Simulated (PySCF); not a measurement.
Can point charges reproduce the dipole moment of `C=C[Si@H](N=C)C(Cl)Cl`?

Coordinates (GFN2-xTB, Å) and charges (e) from the PBE0/pcSseg-1 density (PySCF):

| atom | x | y | z | Mulliken | IAO | Hirshfeld | ESP-fitted |
| --- | --- | --- | --- | --- | --- | --- | --- |
| C1 | 2.250 | 1.036 | 0.277 | -0.1418 | -0.2633 | -0.0767 | -0.3051 |
| C2 | 1.591 | 0.106 | -0.397 | -0.5028 | -0.4371 | -0.1440 | -0.3236 |
| Si3 | -0.274 | -0.116 | -0.389 | +1.0147 | +1.0313 | +0.3632 | +0.7349 |
| N4 | -0.853 | 0.645 | 1.036 | -0.5715 | -0.5248 | -0.2234 | -0.5365 |
| C5 | -1.686 | 1.532 | 1.316 | +0.0798 | -0.0585 | +0.0425 | +0.2276 |
| C6 | -0.657 | -1.966 | 0.004 | -0.4580 | -0.3821 | -0.0590 | -0.6164 |
| Cl7 | 0.126 | -2.998 | -1.204 | -0.0875 | -0.0702 | -0.0494 | -0.0224 |
| Cl8 | -2.410 | -2.248 | -0.029 | -0.0865 | -0.0709 | -0.0613 | -0.0123 |
| H9 | 1.737 | 1.742 | 0.908 | +0.1162 | +0.1476 | +0.0413 | +0.1710 |
| H10 | 3.325 | 1.130 | 0.234 | +0.1233 | +0.1536 | +0.0522 | +0.1692 |
| H11 | 2.153 | -0.579 | -1.019 | +0.1415 | +0.1607 | +0.0376 | +0.1621 |
| H12 | -0.870 | 0.150 | -1.703 | -0.0686 | -0.1391 | -0.0783 | -0.0967 |
| H13 | -1.837 | 1.802 | 2.358 | +0.1211 | +0.1461 | +0.0551 | +0.0524 |
| H14 | -2.289 | 2.075 | 0.586 | +0.1033 | +0.1155 | +0.0506 | +0.0498 |
| H15 | -0.309 | -2.303 | 0.978 | +0.2168 | +0.1912 | +0.0496 | +0.3463 |

Task: Compute μ = Σ q r for each scheme (1 e·Å = 4.803 D) and compare with the dipole of the full density.

Result: The full density gives (0.37, 3.09, 0.98) D, 3.26 D in size; dipole vectors point from the negative to the positive end.

| scheme | μx | μy | μz | size (D) | share of the full size (%) | angle to the full dipole (°) |
| --- | --- | --- | --- | --- | --- | --- |
| Mulliken | -0.46 | 4.68 | 0.24 | 4.71 | 144 | 19 |
| IAO | 0.15 | 3.04 | 0.03 | 3.04 | 93 | 17 |
| Hirshfeld | -0.19 | 1.79 | 0.64 | 1.91 | 59 | 12 |
| ESP-fitted | 0.38 | 3.14 | 1.02 | 3.32 | 102 | 0 |

Task: Which set comes closest?

Result: Length of the difference vector: ESP-fitted 0.07 D, IAO 0.98 D, Hirshfeld 1.46 D, Mulliken 1.94 D. Closest: ESP-fitted. The schemes that divide the density aren't constrained to reproduce the dipole.

Task: What is left for the Hirshfeld atoms' own dipoles?

Result: The Hirshfeld atoms' densities add up to the full density, so μ = Σ q r + Σ (atomic dipoles). The atomic dipoles sum to (0.37, 3.09, 0.98) − (-0.19, 1.79, 0.64) = (0.56, 1.30, 0.34) D, 1.46 D in size.

Task: With the origin at the mean of the coordinates, (0.000, 0.001, 0.197) Å, which are the largest single terms, by size, of the Hirshfeld dipole along the direction of the full one?

Result: N4 -0.82, Cl7 +0.77, Cl8 +0.73, H13 +0.57, C6 +0.57 D; all 15 atoms together +1.87 D. The single terms depend on the origin, their sum doesn't.

Task: Give the size of the full dipole in other units.

Result: 3.26 D = 1.284 au = 0.679 e·Å = 10.88 × 10⁻³⁰ C·m.

Isolated species at its GFN2-xTB geometry (one conformer only).

Conformer computed: `[CH2:1]=[CH:2][Si@H:3]([N:4]=[CH2:5])[CH:6]([Cl:7])[Cl:8]`: C1–C2–Si3–N4 -21°, C2–Si3–N4–C5 124°, C2–Si3–C6–Cl7 -58°.
